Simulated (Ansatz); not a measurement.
`[AlH2][NH]P[SiH3]`, relaxed with RKS PBE0-D4/def2-TZVP in Ansatz from a PBE-D4/def2-SVP geometry. The force threshold is 0.005 eV/Å; the program also tests the step.

The species carries charge 0 and has multiplicity 1.

Start:

```xyz
11

Al    1.543    2.055    0.092
N     0.109    0.980    0.327
P     0.157   -0.603    1.074
Si   -0.883   -1.828   -0.551
H     2.948    1.562    0.656
H     1.263    3.425   -0.678
H    -0.803    1.275   -0.046
H    -1.023   -0.555    1.913
H    -2.109   -1.123   -1.077
H     0.080   -2.009   -1.693
H    -1.281   -3.180   -0.017
```

```tsv
step	energy (eV)	largest force (eV/Å)	largest move (Å)
1	-25357.5837	0.711	0.000
2	-25357.6233	0.366	0.028
3	-25357.6272	0.165	0.051
4	-25357.6314	0.069	0.029
5	-25357.6317	0.039	0.005
6	-25357.6324	0.015	0.032
7	-25357.6327	0.034	0.034
8	-25357.6328	0.040	0.013
9	-25357.6329	0.029	0.004
10	-25357.6329	0.017	0.008
11	-25357.6329	0.003	0.005
```

End:

```xyz
11

Al    1.528    2.068    0.130
N     0.130    0.964    0.268
P     0.186   -0.593    0.987
Si   -0.902   -1.834   -0.552
H     2.908    1.604    0.738
H     1.261    3.443   -0.608
H    -0.761    1.244   -0.121
H    -0.935   -0.548    1.871
H    -2.121   -1.136   -1.053
H     0.002   -2.074   -1.707
H    -1.295   -3.139    0.047
```

Hardware: 4 threads of an Arm Neoverse V1 on a shared host. Wall time 33 s, peak host memory 0.48 GiB.
